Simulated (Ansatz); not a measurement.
## One arrangement of a pair

The pair of Cl⁻ (SMILES [Cl-], atom 1) and CH₃Cl (SMILES CCl, atoms 2–6), both closed shells, in one local arrangement (a lower one may exist), relaxed at PBE0-D4/def2-TZVPD:

```
6
angstrom
Cl 0.0987 0.7700 -2.6302
C -0.0142 -0.1104 0.3770
Cl -0.0795 -0.6197 2.1167
H 0.9092 0.4314 0.2099
H -0.8666 0.5261 0.1710
H -0.0478 -0.9974 -0.2444
```

Ansatz 0.2.0; basis: def2-TZVPPD, with def2-QZVPPD for the basis limit; cores frozen in the correlated methods. B3LYP uses VWN-RPA correlation. Extrapolation: Hartree–Fock as exp(−7.88 √X), correlation as X^−2.97. Interaction energies count from these two fragments, frozen as in the pair, with the counterpoise correction; negative means bound.

**Question.** What is the interaction energy by CCSD(T) at an estimated basis limit (MP2 extrapolated from triple and quadruple zeta, plus CCSD(T) − MP2 in triple zeta)? (To be estimated.)

**Answer.** By the calculation: -45.6 kJ/mol. Hartree–Fock alone gives -35.3 kJ/mol at the basis limit. It counts from the two fragments frozen as in the pair.

The same quantity by other methods in triple zeta, and each one's difference from that estimate:
```
   method  E_int (kJ/mol)  difference
   PBE-D4           -48.3        -2.7
revPBE-D4           -47.8        -2.2
  BLYP-D4           -45.8        -0.2
r2SCAN-D4           -48.3        -2.7
   B97M-V           -47.2        -1.6
  PBE0-D4           -47.1        -1.5
 B3LYP-D4           -45.6        -0.1
 HSE06-D4           -47.1        -1.5
  wB97X-V           -45.0         0.6
  wB97M-V           -45.2         0.4
   B2PLYP           -40.9         4.7
       HF           -35.1        10.4
      MP2           -43.1         2.4
     CCSD           -40.7         4.9
  CCSD(T)           -42.1         3.5
```
Differences are method less estimate.

Basis-set superposition shift (counterpoise-corrected less uncorrected): CCSD(T) 3.3; MP2 3.1; HF 0.3; PBE0-D4 0.4; wB97M-V 0.3 kJ/mol.

The T1 diagnostic stays at or below 0.009.

For scale, one of the runs: CCSD(T)/def2-TZVPPD, 190 basis functions, launched by `ansatz run in.yaml --threads 2 --pin off --events-out ev --progress --plain --max-ram 5222MiB`. The run took 18 s on 2 CPU threads of an Arm Neoverse V2 (shared host), with 1.3 GiB of host memory at its peak.
